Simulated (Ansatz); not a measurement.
Frontier orbitals of C$_{2}$H$_{5}$GaOSe.

```xyz
10

O    -0.594   -1.674    0.935
C    -0.213   -0.910   -0.079
Se    1.557   -1.042   -0.726
C    -1.023    0.134   -0.472
Ga    0.902    1.241    0.042
H     0.161   -2.204    1.222
H    -1.967    0.288    0.038
H    -0.931    0.499   -1.487
H     1.040    1.342    1.592
H     1.068    2.325   -1.065
```

Total charge 0; spin multiplicity 1. Correlated methods include outer-core shells of Ga, Se, which these sets cover unevenly. Scalar relativity is left out up to krypton. The bonds changed during the relaxation, so this is another structure than the one it started from. The geometry is a stationary point of PBE0-D4/def2-TZVP. It is one conformer, not always the lowest. Basis def2-TZVPP, the Gaussian-basis code of Ansatz.

```csv
functional,HOMO (eV),LUMO (eV),gap (eV)
LDA (SPW92),-5.92,-2.26,3.66
PBE,-5.76,-2.04,3.72
PBE0,-6.88,-1.16,5.72
HSE06 (plane-wave form),-6.48,-1.53,4.95
BHLYP,-7.84,-0.13,7.71
CAM-B3LYP,-8.12,-0.07,8.05
ωB97M-V,-8.99,0.88,9.87
```

From PBE to PBE0 the HOMO moves by −1.11 eV and the LUMO by +0.88 eV, and with ωB97M-V by −3.22 and +2.92 eV, so the gap grows from 3.72 to 9.86 eV with exact exchange. A positive LUMO is unbound and depends on the basis.
